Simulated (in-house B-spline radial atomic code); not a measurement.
Radial electron density of the cadmium ion Cd⁴⁺, [Kr] (4d3/2)4 (4d5/2)4. Level of theory: Dirac-Hartree-Fock, average of the jj configuration, Fermi nucleus of rms radius 4.6087 fm; calculated with a B-spline radial code for spherical atoms.

Columns: r (bohr), 4πr²n(r) (electrons per bohr), bar.

```
 0.00111    1.628 #
 0.00134    2.267 #
 0.00164    3.216 ##
 0.00199    4.468 ###
 0.00242    6.185 ###
 0.00294    8.473 #####
 0.00357    11.48 ######
 0.00434    15.37 #########
 0.00528    20.28 ###########
 0.00642    26.22 ###############
  0.0078     33.1 ###################
 0.00948    40.65 #######################
  0.0115    48.22 ###########################
   0.014    55.12 ###############################
   0.017    60.09 ##################################
  0.0207    62.28 ###################################
  0.0252    61.25 ###################################
  0.0306    57.89 #################################
  0.0372    54.37 ###############################
  0.0452    53.71 ##############################
   0.055    58.17 #################################
  0.0669    67.02 ######################################
  0.0813    75.63 ###########################################
  0.0988    77.87 ############################################
    0.12    70.97 ########################################
   0.146    59.38 ##################################
   0.178    52.73 ##############################
   0.216    56.09 ################################
   0.262     62.7 ###################################
   0.319    60.42 ##################################
   0.388    45.36 ##########################
   0.471    27.51 ################
   0.573    18.24 ##########
   0.697    18.51 ##########
   0.847    20.04 ###########
    1.03    17.16 ##########
    1.25    11.19 ######
    1.52    5.601 ###
    1.85    2.169 #
    2.25   0.6408 
    2.73   0.1385 
    3.32  0.01918 
    4.04 0.001521
```

On this grid the curve has 4 maxima, near 0.0207, 0.0988, 0.262, 0.847 bohr.

The 4p3/2 radial function P(r) = rR(r), positive near the nucleus, with its small component Q(r) (sign convention: Q ≈ (P' + κP/r)/2c):

```json
{"r (bohr)": "0.00164", "P": "0.001492", "Q": "-0.0001318"}
{"r (bohr)": "0.00242", "P": "0.00315", "Q": "-0.0002785"}
{"r (bohr)": "0.00357", "P": "0.006588", "Q": "-0.000583"}
{"r (bohr)": "0.00528", "P": "0.01366", "Q": "-0.00121"}
{"r (bohr)": "0.0078", "P": "0.02772", "Q": "-0.002461"}
{"r (bohr)": "0.0115", "P": "0.05442", "Q": "-0.004849"}
{"r (bohr)": "0.017", "P": "0.1027", "Q": "-0.009218"}
{"r (bohr)": "0.0252", "P": "0.1822", "Q": "-0.01658"}
{"r (bohr)": "0.0372", "P": "0.2901", "Q": "-0.02716"}
{"r (bohr)": "0.055", "P": "0.3917", "Q": "-0.03917"}
{"r (bohr)": "0.0813", "P": "0.3885", "Q": "-0.04618"}
{"r (bohr)": "0.12", "P": "0.149", "Q": "-0.0385"}
{"r (bohr)": "0.178", "P": "-0.3235", "Q": "-0.01223"}
{"r (bohr)": "0.262", "P": "-0.6304", "Q": "0.01651"}
{"r (bohr)": "0.388", "P": "-0.2447", "Q": "0.02331"}
{"r (bohr)": "0.573", "P": "0.6861", "Q": "0.005798"}
{"r (bohr)": "0.847", "P": "1.179", "Q": "-0.01007"}
{"r (bohr)": "1.25", "P": "0.8075", "Q": "-0.009244"}
{"r (bohr)": "1.85", "P": "0.2574", "Q": "-0.003037"}
{"r (bohr)": "2.73", "P": "0.03311", "Q": "-0.0003853"}
```
